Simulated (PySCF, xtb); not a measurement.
B(Cl)(Me)(NCO) (C2H3BClNO), SMILES C(=NB(C)Cl)=O. Atoms are numbered in the order given.

```xyz
9

B      0.1852    -0.3376     0.6242
Cl     1.8403    -0.4592     0.0055
C     -0.1824    -0.9572     2.0081
H     -0.3620    -2.0377     1.8589
H     -1.1014    -0.5282     2.4313
H      0.6401    -0.8764     2.7329
N     -0.7709     0.2991    -0.1989
C     -1.4061     0.8695    -1.0393
O     -2.0576     1.4210    -1.8323
```

Geometry optimised at PBE0-D3(BJ)/def2-SVP. This is a generated structure with no PubChem entry under its InChIKey; it may be hypothetical. Other conformers were not sampled.

The numbers are results of PySCF 2.14.0 with IEF-PCM-PBE0/def2-SVP, not measurements.

The values are the electrostatic part of the solvation free energy, E(continuum) − E(gas) at the gas-phase geometry, in a cavity of scaled van der Waals radii (PySCF's table); cavitation and dispersion terms are not included. In vacuum the orbital gap is 7.28 eV. The dipole moment in vacuum is 1.71 D.

Computed values in water (ε = 78.36), methanol (ε = 32.61), n-hexane (ε = 1.88):
```
solvent       ε  ΔG(elec) (kcal/mol)  dipole (D)  gap (eV)
--------  -----  -------------------  ----------  --------
water     78.36                 -2.3        2.11      7.36
methanol  32.61                 -2.2        2.10      7.36
n-hexane   1.88                 -0.8        1.86      7.31
```

For comparison, GFN2-xTB/ALPB(water) (xtb, at the GFN2-xTB geometry, all terms of that model) gives -1.8 kcal/mol.
